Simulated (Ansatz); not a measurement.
Geometry optimisation, RKS r2SCANh-D4/def2-SVP in Ansatz.

input.yaml

```yaml
crystal:
  periodic: [false, false, false]
  atoms:
    - { symbol: "N", position_ang: [-1.6547, -0.1057, 0.2344] }
    - { symbol: B, position_ang: [-0.2534, -0.5214, 0.1842] }
    - { symbol: "N", position_ang: [0.2152, -1.511, 1.2163] }
    - { symbol: C, position_ang: [0.8004, 0.0375, -0.9572] }
    - { symbol: Zn, position_ang: [0.7557, 1.7871, -0.7391] }
    - { symbol: H, position_ang: [-1.8383, 0.47, 1.12] }
    - { symbol: H, position_ang: [-1.8226, 0.6327, -0.5432] }
    - { symbol: H, position_ang: [1.3018, -1.6777, 1.0598] }
    - { symbol: H, position_ang: [0.1752, -1.0254, 2.2019] }
    - { symbol: H, position_ang: [1.7533, -0.3782, -0.8064] }
    - { symbol: H, position_ang: [0.3232, -0.2625, -1.9288] }
    - { symbol: H, position_ang: [0.321, 2.4994, -1.0079] }
basis:
  gaussian: { orbitals: def2-SVP }
hamiltonian:
  xc: r2scanh
  dispersion: d4
relax:
  f_tol: 0.015
  max_steps: 40
```

Command:

```bash
$ ansatz run input.yaml --threads 2 --pin off --max-ram 3072MiB --backend cpu --events-out ev --progress --plain --runs-dir out
```

Question: Where does it end, and by what steps?

Answer: The forces met the threshold. After 15 steps the energy has fallen by 11.782 eV; H12 moved furthest, 1.32 Å. The start is strongly strained (largest force component 42 eV/Å).

```
step  energy less start (eV)  largest force component (eV/Å)  accepted
   0                  0.0000                          41.972       yes
   1                 -8.0217                          13.228       yes
   2                -10.3480                           5.448       yes
   3                -11.2152                           1.526       yes
   4                -11.5518                           0.962       yes
   5                -11.6519                           0.634       yes
   6                -11.7120                           0.580       yes
   7                -11.7564                           0.335       yes
   8                -11.7706                           0.184       yes
   9                -11.7752                           0.335       yes
  10                -11.7788                           0.079       yes
  11                -11.7802                           0.047       yes
  12                -11.7816                           0.062       yes
  13                -11.7820                           0.032       yes
  14                -11.7822                           0.019       yes
  15                -11.7822                           0.011       yes
```

```xyz
12
Properties=species:S:1:pos:R:3
N -1.635 -0.210 0.257
B -0.228 -0.432 0.200
N 0.468 -0.844 1.375
C 0.570 -0.098 -1.111
Zn 1.011 1.773 -0.882
H -2.203 -0.418 1.065
H -2.177 -0.003 -0.568
H 1.447 -1.082 1.361
H 0.014 -1.078 2.245
H 1.493 -0.692 -1.218
H -0.029 -0.233 -2.027
H 1.346 3.261 -0.664
```

Run time: 73 s on 2 threads of AMD EPYC 7R13 Processor (Zen 3), with other jobs on the host, peak memory 0.35 GiB.
